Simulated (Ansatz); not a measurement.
Consider the cleavage of the Si–Si bond: `CC[SiH](O)[SiH3]` + `C[O][Ga]([OH])[Br]` → `C[O][Ga]([Br])[O][SiH3]` + `CC[SiH2]O`.

Isolated molecules relaxed with PBE0-D4/def2-TZVP in Ansatz; ΔE leaves out vibrations. CCSD(T)/CBS adds triple-zeta CCSD(T) − MP2 to the extrapolated MP2 energy (def2 sets, frozen cores). Functionals use def2-TZVPP. B3LYP here is the variant with VWN-RPA as its local correlation; programs differ in this. For Br, Ga outer-core shells are correlated without core-valence functions, which leaves a few kJ/mol of doubt a bond. Scalar relativity is left out up to krypton. One conformer a species, not always the lowest.

(1) Is it downhill or uphill in electronic energy at CCSD(T)/CBS, and by how much? (Best estimate.)

(2) What do these levels give: r2SCAN-D4, PBE0-D4, B3LYP-D4, ωB97X-V, PBE, r2SCAN, MP2/def2-TZVPP, SCS-MP2/def2-TZVPP, HF/def2-QZVPP, MP2/def2-QZVPP, SCS-MP2/def2-QZVPP, HF/CBS(def2)? (Best estimate.)

Largest T1 diagnostic among the species: 0.012.

Answers

(1) Ansatz gave: Downhill: ΔE = -1.07 eV.

(2) Computed: r2SCAN-D4 -0.99, PBE0-D4 -0.88, B3LYP-D4 -1.06, ωB97X-V -1.04, PBE -0.78, r2SCAN -0.99, MP2/def2-TZVPP -1.16, SCS-MP2/def2-TZVPP -1.21, HF/def2-QZVPP -1.41, MP2/def2-QZVPP -1.16, SCS-MP2/def2-QZVPP -1.21, HF/CBS(def2) -1.42 eV.

In def2-TZVPP, CCSD(T) changes the Hartree–Fock value by +0.30 eV (the triples alone add +0.04 eV) and MP2 by +0.23 eV. From PBE to PBE0 (25 % exact exchange), in def2-TZVPP and without D4, ΔE moves by −0.11 eV.
